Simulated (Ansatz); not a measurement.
The inner images of a band of Cl2F2H2HfO (8 atoms, charge 0, multiplicity 1) are given out of order.

The calculation used RHF/def2-SVP (Ansatz 0.2.0).

Image 0:

```xyz
8
Properties=species:S:1:pos:R:3
Hf 0.010 -0.051 0.082
Cl -0.059 -0.348 2.494
Cl 2.123 -0.271 -1.023
O -1.157 1.270 -0.636
H -1.752 1.869 -1.050
F -0.838 -1.671 -0.448
F 1.110 1.940 1.046
H 1.168 1.914 1.956
```

Image 6:

```xyz
8
Properties=species:S:1:pos:R:3
Hf 0.459 0.186 -0.355
Cl -0.728 0.761 2.820
Cl 1.694 -0.150 -2.368
O -1.057 1.258 -0.793
H -1.822 1.773 -0.975
F -0.028 -1.563 0.255
F 1.674 1.079 0.848
H 0.413 1.306 2.990
```

Question: Put them in order from the first end to the last, with their energies above the first end.
A.
```xyz
8
Properties=species:S:1:pos:R:3
Hf 0.061 0.068 0.080
Cl -0.277 -0.032 2.541
Cl 1.999 -0.078 -1.328
O -1.171 1.281 -0.698
H -1.815 1.770 -1.179
F -0.635 -1.676 -0.207
F 1.352 1.737 1.170
H 1.092 1.583 2.043
```
B.
```xyz
8
Properties=species:S:1:pos:R:3
Hf 0.284 0.280 -0.119
Cl -0.291 0.246 2.750
Cl 1.950 -0.043 -1.781
O -1.157 1.327 -0.777
H -1.865 1.779 -1.200
F -0.363 -1.522 0.082
F 1.405 1.479 0.993
H 0.642 1.106 2.472
```
C.
```xyz
8
Properties=species:S:1:pos:R:3
Hf 0.208 0.228 -0.013
Cl -0.273 0.256 2.674
Cl 1.947 -0.041 -1.618
O -1.148 1.316 -0.758
H -1.838 1.758 -1.222
F -0.440 -1.568 0.035
F 1.373 1.529 1.169
H 0.775 1.174 2.155
```
D.
```xyz
8
Properties=species:S:1:pos:R:3
Hf 0.399 0.245 -0.305
Cl -0.557 0.516 2.865
Cl 1.764 -0.147 -2.219
O -1.100 1.298 -0.834
H -1.845 1.792 -1.126
F -0.139 -1.509 0.250
F 1.575 1.237 0.868
H 0.507 1.220 2.922
```
E.
```xyz
8
Properties=species:S:1:pos:R:3
Hf 0.340 0.279 -0.223
Cl -0.393 0.335 2.823
Cl 1.870 -0.112 -2.005
O -1.141 1.316 -0.824
H -1.870 1.781 -1.192
F -0.259 -1.499 0.189
F 1.477 1.387 0.905
H 0.580 1.163 2.749
```

Answer: A (+0.14 eV), C (+0.78 eV), B (+0.38 eV), E (+0.16 eV), D (+0.07 eV).

The run took 2.7 min on 2 threads of Arm Neoverse V1, on a shared host, peak memory 0.29 GiB.
